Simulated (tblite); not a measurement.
Compound: C5H11AsNSi (charge +1).
Atom-mapped SMILES: `[AsH3+:1][Si@H:2]1[N:3]=[CH:4][C:5]12[CH2:6][CH2:7][CH2:8]2` (hydrogens: H9, H10, H11 on As1; H12 on Si2; H13 on C4; H14, H15 on C6; H16, H17 on C7; H18, H19 on C8)
Bond orders are those of one Lewis drawing.

Computed with GFN2-xTB (tblite), gas phase: L-BFGS steps from a force-field or distance-geometry start until the largest atomic force falls under 0.01 eV/Å.

Step 30: E = -621.5402 eV
```
atom  x, y, z in Å  |  force x, y, z in eV/Å
As1     2.8162   -0.0659   -0.6891   -0.018  -0.006  -0.003
Si2     1.3189    0.1270    1.2922    0.004   0.006   0.004
N3      0.8971    1.8464    1.3909    0.002  -0.020   0.005
C4     -0.2871    1.6786    0.9156   -0.027  -0.002   0.073
C5     -0.4966    0.2405    0.5675    0.034   0.036  -0.006
C6     -0.8716   -0.0739   -0.8946    0.021  -0.006  -0.015
C7     -2.0738   -0.8978   -0.4094    0.006  -0.010   0.013
C8     -1.7314   -0.5437    1.0455    0.027   0.035   0.020
H9      4.2776    0.1025   -0.6056   -0.040   0.010  -0.002
H10     2.5700    0.7631   -1.8852    0.008  -0.002  -0.010
H11     2.8169   -1.3803   -1.3665   -0.001   0.005  -0.024
H12     2.0011   -0.6698    2.3026   -0.017   0.013  -0.013
H13    -0.9825    2.4967    0.7871    0.011  -0.004  -0.004
H14    -1.1380    0.8128   -1.4680    0.008   0.003   0.011
H15    -0.1106   -0.6336   -1.4511    0.013  -0.047  -0.017
H16    -2.0065   -1.9566   -0.6387   -0.005  -0.029   0.009
H17    -3.0390   -0.5285   -0.7427    0.011   0.008  -0.035
H18    -1.5055   -1.3925    1.6852   -0.021   0.006  -0.002
H19    -2.4650    0.0844    1.5452   -0.017   0.002  -0.004
```

Step 31: E = -621.5407 eV
```
atom  x, y, z in Å  |  force x, y, z in eV/Å
As1     2.8157   -0.0655   -0.6896   -0.030   0.002   0.005
Si2     1.3191    0.1265    1.2923    0.011   0.016  -0.002
N3      0.8973    1.8463    1.3898    0.017  -0.031   0.021
C4     -0.2874    1.6772    0.9170   -0.017   0.006   0.052
C5     -0.4959    0.2397    0.5674    0.029   0.027   0.020
C6     -0.8705   -0.0751   -0.8941    0.010  -0.005  -0.020
C7     -2.0741   -0.8978   -0.4092    0.014  -0.012   0.002
C8     -1.7313   -0.5425    1.0460   -0.012   0.011   0.002
H9      4.2760    0.1031   -0.6067   -0.022   0.011   0.003
H10     2.5711    0.7629   -1.8856    0.003   0.004  -0.017
H11     2.8166   -1.3788   -1.3667   -0.001  -0.011  -0.031
H12     2.0040   -0.6681    2.3022   -0.017   0.009  -0.008
H13    -0.9821    2.4954    0.7896   -0.008   0.006  -0.007
H14    -1.1372    0.8124   -1.4658    0.013   0.003  -0.001
H15    -0.1103   -0.6359   -1.4512    0.009  -0.038  -0.013
H16    -2.0060   -1.9571   -0.6382   -0.014  -0.013   0.014
H17    -3.0389   -0.5274   -0.7452    0.032  -0.004  -0.019
H18    -1.5093   -1.3924    1.6860   -0.015   0.019  -0.003
H19    -2.4667    0.0863    1.5428   -0.002   0.003   0.001
```

Step 32: E = -621.5411 eV
```
atom  x, y, z in Å  |  force x, y, z in eV/Å
As1     2.8148   -0.0651   -0.6899   -0.034   0.003   0.002
Si2     1.3196    0.1263    1.2922    0.012   0.016  -0.007
N3      0.8977    1.8457    1.3892    0.020  -0.021   0.036
C4     -0.2879    1.6762    0.9192   -0.001   0.011   0.025
C5     -0.4951    0.2393    0.5677    0.011   0.006   0.030
C6     -0.8693   -0.0762   -0.8940    0.005  -0.005  -0.012
C7     -2.0740   -0.8979   -0.4090    0.019  -0.009  -0.008
C8     -1.7313   -0.5413    1.0464   -0.036  -0.008  -0.015
H9      4.2743    0.1039   -0.6073   -0.010   0.010   0.006
H10     2.5719    0.7630   -1.8863   -0.002   0.007  -0.019
H11     2.8163   -1.3780   -1.3673   -0.001  -0.016  -0.032
H12     2.0061   -0.6665    2.3017   -0.013   0.003  -0.001
H13    -0.9820    2.4944    0.7915   -0.017   0.010  -0.003
H14    -1.1362    0.8122   -1.4641    0.018  -0.001  -0.011
H15    -0.1099   -0.6384   -1.4516    0.002  -0.024  -0.005
H16    -2.0059   -1.9577   -0.6374   -0.017   0.001   0.019
H17    -3.0382   -0.5267   -0.7476    0.044  -0.013  -0.007
H18    -1.5126   -1.3919    1.6866   -0.008   0.026  -0.001
H19    -2.4681    0.0880    1.5409    0.008   0.005   0.004
```

Step 33: E = -621.5415 eV
```
atom  x, y, z in Å  |  force x, y, z in eV/Å
As1     2.8132   -0.0649   -0.6905   -0.032   0.000  -0.010
Si2     1.3204    0.1262    1.2916    0.008   0.009  -0.009
N3      0.8984    1.8445    1.3896    0.013   0.002   0.046
C4     -0.2884    1.6754    0.9220    0.018   0.012  -0.005
C5     -0.4942    0.2390    0.5684   -0.013  -0.014   0.028
C6     -0.8678   -0.0775   -0.8940    0.006  -0.003   0.003
C7     -2.0735   -0.8980   -0.4089    0.022  -0.004  -0.017
C8     -1.7318   -0.5401    1.0465   -0.043  -0.019  -0.026
H9      4.2723    0.1049   -0.6076   -0.004   0.009   0.010
H10     2.5726    0.7633   -1.8874   -0.006   0.008  -0.019
H11     2.8159   -1.3775   -1.3687   -0.002  -0.014  -0.029
H12     2.0075   -0.6646    2.3010   -0.006  -0.006   0.009
H13    -0.9822    2.4937    0.7933   -0.018   0.009   0.006
H14    -1.1348    0.8120   -1.4625    0.023  -0.009  -0.020
H15    -0.1094   -0.6415   -1.4520   -0.004  -0.006   0.005
H16    -2.0060   -1.9583   -0.6361   -0.016   0.006   0.020
H17    -3.0364   -0.5260   -0.7503    0.043  -0.017   0.001
H18    -1.5160   -1.3909    1.6873   -0.002   0.026   0.003
H19    -2.4694    0.0897    1.5390    0.013   0.010   0.006
```

Task: Estimate the geometry and energy of step 34. (The exact step hangs on the optimiser's Hessian estimate; all steps are aligned on step 33, rigid shifts and turns removed.)

Result: E = -621.5419 eV, largest force 0.052 eV/Å
```
atom  x, y, z in Å  |  force x, y, z in eV/Å
As1     2.8108   -0.0647   -0.6915   -0.021  -0.005  -0.028
Si2     1.3213    0.1263    1.2907    0.000  -0.003  -0.002
N3      0.8989    1.8433    1.3914   -0.003   0.026   0.045
C4     -0.2886    1.6748    0.9250    0.031   0.010  -0.028
C5     -0.4934    0.2386    0.5694   -0.031  -0.025   0.015
C6     -0.8659   -0.0790   -0.8939    0.010   0.001   0.020
C7     -2.0724   -0.8982   -0.4090    0.020   0.000  -0.021
C8     -1.7329   -0.5391    1.0463   -0.031  -0.017  -0.027
H9      4.2697    0.1063   -0.6075   -0.003   0.007   0.014
H10     2.5732    0.7637   -1.8889   -0.011   0.008  -0.017
H11     2.8154   -1.3773   -1.3710   -0.002  -0.007  -0.023
H12     2.0084   -0.6627    2.3003    0.002  -0.015   0.018
H13    -0.9826    2.4933    0.7952   -0.011   0.003   0.015
H14    -1.1329    0.8114   -1.4611    0.028  -0.016  -0.029
H15    -0.1088   -0.6452   -1.4523   -0.007   0.012   0.016
H16    -2.0062   -1.9589   -0.6341   -0.012   0.002   0.015
H17    -3.0337   -0.5255   -0.7533    0.029  -0.016   0.003
H18    -1.5194   -1.3895    1.6880    0.002   0.020   0.007
H19    -2.4706    0.0916    1.5371    0.011   0.016   0.006
```

The energy changes by -0.0004 eV. The first-order estimate −F·Δx gives -0.0006 eV and the mean of the old and new forces, exact on a quadratic surface, -0.0004 eV. The step makes an angle of 65° with the force vector and moves no atom by more than 0.004 Å.

What follows is the cost of the whole relaxation. The run took 0.75 s wall on one thread, Arm Neoverse V2 (aarch64), shared host with 192 logical CPUs at a one-minute load of 94.
